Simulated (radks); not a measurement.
Task: Radial electron density D(r) = 4 pi r^2 rho(r) of an atom or ion with 16 electrons. All-electron calculation, scalar-relativistic Kohn-Sham, exchange-only LDA, spin-polarised, spherical densities, point nucleus. Program: a radial shooting solver on a logarithmic mesh with Libxc functionals.

r (bohr),D(r) (e/bohr),spin D(r)
0.001572,10.80,0.000122
0.001745,12.64,0.000280
0.001952,14.92,0.000549
0.002165,17.36,0.000932
0.002422,20.35,0.00156
0.002688,23.51,0.00242
0.003006,27.34,0.00380
0.003336,31.30,0.00568
0.003731,36.01,0.00864
0.00414,40.79,0.0126
0.00463,46.33,0.0188
0.005138,51.77,0.0269
0.005747,57.87,0.0395
0.006377,63.63,0.0559
0.007132,69.75,0.0807
0.007914,75.17,0.113
0.008852,80.48,0.161
0.009822,84.70,0.221
0.01099,88.21,0.310
0.01219,90.32,0.420
0.01363,91.22,0.577
0.01513,90.76,0.765
0.01692,89.01,1.02
0.01878,86.52,1.32
0.021,83.41,1.71
0.0233,80.77,2.14
0.02607,78.95,2.65
0.02892,78.88,3.17
0.03235,81.09,3.71
0.0359,85.37,4.15
0.04015,91.99,4.49
0.04455,99.05,4.59
0.04983,106.1,4.40
0.05529,110.3,3.89
0.06185,110.8,3.01
0.06862,106.3,1.99
0.07676,96.11,0.887
0.08517,82.93,0.158
0.09526,67.16,0.0446
0.1057,53.77,0.822
0.1182,43.30,2.70
0.1312,38.38,5.22
0.1467,37.62,8.23
0.1628,39.10,10.7
0.1821,40.09,12.1
0.2021,38.39,12.1
0.226,32.99,10.6
0.2508,25.57,8.24
0.2805,16.97,5.50
0.3113,10.12,3.30
0.3482,4.943,1.62
0.3863,2.163,0.716
0.4321,0.7347,0.246
0.4794,0.2222,0.0752
0.5363,0.04875,0.0168
0.595,0.009427,0.00329
0.6656,0.001215,0.000431

What is the nuclear charge?

Result: Z = 68. The innermost maximum, from 1s, lies near gamma/Z bohr with gamma = sqrt(1 - (Z/c)^2) = 0.868, here 0.0128 bohr (found: 0.0139), and its height grows with Z. The density is that of the erbium ion Er52+ in [Ne] 3s2 3p4; the configuration itself is not fixed sharply by these data, and Z only to a few units. D(r) has 3 maxima, at r = 0.0139, 0.0589, 0.181 bohr, and minima at 0.0276, 0.142 bohr, inside which lie 1.97, 10.54 electrons.
